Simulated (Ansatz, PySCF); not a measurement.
System: CLiN, charge 0, multiplicity 1. 
Geometry from a B3LYP-D3(BJ)/def2-TZVP (Ansatz, an electronic-structure program) optimisation:
```
C
N 1 1.1597
Li 1 1.9056 2 180.00
```
Charge 0, spin multiplicity 1.

Wanted: atomisation energy (electronic, to ground-state atoms), in kJ/mol. Valence correlation only, unless marked. Open shells are spin-unrestricted. Spin-orbit coupling is left out. Non-relativistic. The coupled-cluster limit lacks core correlation, which all-electron functionals hold. CBS(X,Y): correlation extrapolated as X^-3; Hartree-Fock from the larger set. [CCSD(T)-MP2]/basis is that difference in the basis named.

| level | program | atomisation energy (kJ/mol) |
|---|---|---|
| BHLYP-D4/def2-TZVPD | Ansatz + dftd4 | 1144.3 |
| TPSSh-D4/def2-TZVPD | PySCF + dftd4 | 1199.6 |
| PW6B95-D4/def2-TZVPD | PySCF + dftd4 | 1218.2 |
| RI-MP2/def2-TZVPPD | Ansatz | 1229.9 |
| CCSD(T)/def2-SVPD | Ansatz | 1146.9 |
| RI-MP2/CBS(def2-TZVPPD,def2-QZVPPD)+[CCSD(T)-MP2]/def2-QZVPPD | Ansatz | 1218.1 |
| CCSD(T)/CBS(def2-TZVPPD,def2-QZVPPD) | Ansatz | 1218.4 |
